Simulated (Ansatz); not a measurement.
`FBCF` + NH₃ → `NBF` + `CF` at 400 K and 1 bar (ligand exchange at a B–C bond).

Calculated with Ansatz (gas phase, PBE0-D4/def2-TZVP geometries, no zero-point term in ΔE). CCSD(T)/CBS is the MP2 limit (def2-TZVPP, def2-QZVPP) plus CCSD(T) − MP2 in def2-TZVPP, frozen cores. This one scheme is used for every species. One conformer a species, not always the lowest.

```csv
species,CCSD(T)/CBS energy (Eh),H − E (kJ/mol),S (J/(mol·K))
`FBCF`,-264.27174,139.6,308.9
NH₃,-56.50880,104.2,203.1
`NBF`,-181.19761,130.1,274.9
`CF`,-139.63461,117.5,234.3
```

H − E and S are ideal-gas, rigid-rotor, harmonic terms from PBE0-D4/def2-TZVP, for one conformer and one mirror image of each species. 1 Eh = 2625.50 kJ/mol, R = 8.31446 J/(mol·K).

Question: By hand: ΔE, ΔH, ΔS and ΔG.

Answer: ΔE = (-181.19761) + (-139.63461) − (-264.27174) − (-56.50880) = -0.05168 Eh = -135.7 kJ/mol. Δ(H − E) = 130.1 + 117.5 − 139.6 − 104.2 = 3.8, so ΔH = -131.9 kJ/mol. ΔS = 274.9 + 234.3 − 308.9 − 203.1 = -2.8 J/(mol·K). ΔG = -131.9 − 400 × (-2.8)/1000 = -130.8 kJ/mol.

Question: By hand: the equilibrium constant, and the temperature at which ΔG would vanish if ΔH and ΔS stayed fixed.

Answer: log₁₀ K = −ΔG/(RT ln 10) = 17.1. ΔG = 0 at ΔH/ΔS = 47107 K, far beyond where these terms or the molecules hold.

The number of gas molecules stays the same, so ΔS is small and ΔH decides. A doubt of 5 kJ/mol in ΔE shifts log₁₀ K by 0.7 here. Other conformers and mirror images would add mixing entropy, several J/(mol·K) or more a flexible species. These are equilibria of isolated gas molecules and say nothing of rates. Largest T1 diagnostic: 0.012 (customary marks: 0.02 for closed shells, 0.045 for open ones).
